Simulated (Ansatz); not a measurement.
Calculated with Ansatz (gas phase, PBE0-D4/def2-TZVP geometries, no zero-point term in ΔE). CBS: MP2 limit from def2 TZ/QZ plus the TZ coupled-cluster correction, frozen cores. This one scheme is used for every species, atoms too. DFT in def2-TZVPP. Open shells (•) are unrestricted, without spin–orbit coupling. Bonds to Ga are less sure, by a few kJ/mol each and by 10 to 20 or more in all where they break to atoms, as the def2 sets lack core-valence functions. Scalar relativity is left out up to krypton.

`[F][GaH][F]` + H• → `[F][Ga][F]`• + H₂  (hydrogen abstraction from a Ga–H bond)

| level | ΔE (kcal/mol) |
| --- | --- |
| PBE | -26.3 |
| r2SCANh | -26.2 |

**Question.** What does CCSD(T)/CBS give? (Best estimate.)

**Answer.** Computed: -22.8 kcal/mol. The listed levels differ from it by -3.5, -3.4 kcal/mol.

Largest T1 diagnostic among the species: 0.017.

From r2SCAN to r2SCAN0 (25 % exact exchange), in def2-TZVPP and without D4, ΔE moves by +1.1 kcal/mol. In def2-TZVPP, CCSD(T) changes the Hartree–Fock value by −4.5 kcal/mol (the triples alone add −0.1 kcal/mol) and MP2 by −2.6 kcal/mol. At CCSD(T), def2-SVP lies +1.9 kcal/mol from the extrapolated value and def2-TZVPP −0.6 kcal/mol.
